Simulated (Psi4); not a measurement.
A dimer, H4Si ··· BCl3 (SMILES [SiH4] and ClB(Cl)Cl), singlet; the first 5 atoms form monomer A.

```
9

Si     0.0000     0.0000     0.0000
H     -0.1023     0.9555    -1.1261
H      1.2570    -0.7724    -0.1209
H     -1.1538    -0.9269    -0.0329
H     -0.0009     0.7438     1.2799
Cl    -2.8938    -0.8396    -3.3078
B     -1.9057    -2.2267    -2.9263
Cl    -0.2110    -2.2315    -3.3433
Cl    -2.6114    -3.6070    -2.1246
```

**Question.** What interaction energy does Psi4 with SAPT0/jun-cc-pVDZ, frozen core give, and which attractive term is the largest?

**Answer.** Total -0.78 kcal/mol: electrostatics -0.49, exchange 1.30, induction -0.18, dispersion -1.40. The most attractive term is dispersion.
